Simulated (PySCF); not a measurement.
**Bonding in `NCC(CN)N[SiH2]O`**

C3H13N3OSi.
SMILES with atom numbers: `[NH2:1][CH2:2][CH:3]([CH2:4][NH2:5])[NH:6][SiH2:7][OH:8]` (hydrogens: H9, H10 on N1; H11, H12 on C2; H13 on C3; H14, H15 on C4; H16, H17 on N5; H18 on N6; H19, H20 on Si7; H21 on O8)

Structure used (GFN2-xTB), in Å, numbered top down from 1:
```xyz
21
C3H13N3OSi angstrom
N     -1.2462    1.7620    0.9393
C     -1.0242    0.3213    0.9842
C     -0.5328   -0.2190   -0.3596
C     -0.2595   -1.7311   -0.2405
N      0.0861   -2.2611   -1.5490
N      0.6223    0.4765   -0.8715
Si     1.9695    1.0645    0.0442
O      1.4495    2.1919    1.0795
H     -1.7697    2.0646    1.7530
H     -1.7689    2.0132    0.1077
H     -1.9386   -0.2338    1.2508
H     -0.2729    0.1248    1.7533
H     -1.3478   -0.0862   -1.0944
H      0.6026   -1.8744    0.4149
H     -1.1321   -2.2294    0.2178
H      0.3745   -3.2300   -1.4782
H     -0.7161   -2.2182   -2.1696
H      0.8859    0.0306   -1.7387
H      2.6917    0.0672    0.8498
H      2.8315    1.6522   -0.9792
H      0.4863    2.3314    1.0856
```

Bond orders from the PBE0/pcSseg-1 density (PySCF). One conformer (not necessarily the lowest) at the GFN2-xTB geometry, without solvent, vibrations or thermal averaging.

Q: Where do the orders between heavy atoms depart from those drawn in the SMILES?

A: The largest departure is 0.078, at Si7–O8 (drawn single, 1.078).

Q: Set the Mayer orders of the bonds between heavy atoms beside their lengths.

A: 
```json
{"bond": "N1–C2", "drawn as": "single", "length (Å)": "1.458", "Mayer order": "0.988"}
{"bond": "C2–C3", "drawn as": "single", "length (Å)": "1.529", "Mayer order": "1.023"}
{"bond": "C3–C4", "drawn as": "single", "length (Å)": "1.541", "Mayer order": "0.987"}
{"bond": "C4–N5", "drawn as": "single", "length (Å)": "1.453", "Mayer order": "1.026"}
{"bond": "C3–N6", "drawn as": "single", "length (Å)": "1.442", "Mayer order": "0.980"}
{"bond": "N6–Si7", "drawn as": "single", "length (Å)": "1.732", "Mayer order": "0.964"}
{"bond": "Si7–O8", "drawn as": "single", "length (Å)": "1.617", "Mayer order": "1.078"}
```

Bonds between the same two heavy elements. C–N: lowest C3–N6 (0.980, 1.442 Å), highest C4–N5 (1.026, 1.453 Å); in 1 of the 3 pairs the longer bond (by over 0.003 Å) has the higher order (by 0.02 or more). C–C: lowest C3–C4 (0.987, 1.541 Å), highest C2–C3 (1.023, 1.529 Å).

Q: And the bonds to hydrogen?

A: H–N: 0.92 to 0.95 (5 bonds); C–H: 0.93 to 0.95 (5 bonds); H–Si: 0.87 to 0.90 (2 bonds); H–O: 0.88 (1 bond).

Q: Sum the orders of all bonds at each heavy atom with more than one neighbour and set the sums beside the valence in the SMILES.

A: N1 2.879 (drawn 3), C2 3.888 (drawn 4), C3 3.921 (drawn 4), C4 3.895 (drawn 4), N5 2.930 (drawn 3), N6 2.864 (drawn 3), Si7 3.811 (drawn 4), O8 1.953 (drawn 2). Orders between atoms that aren't bonded are not in these sums.

The Mayer order sums products of elements of PS (density times overlap matrix) between the two atoms' basis functions, so it depends on the basis set.

The run behind these numbers computed NMR shieldings as well. Time: 69 s (with the writing of density and orbital grids); peak memory 1.0 GiB. Hardware: Arm Neoverse V1, one thread, shared host.
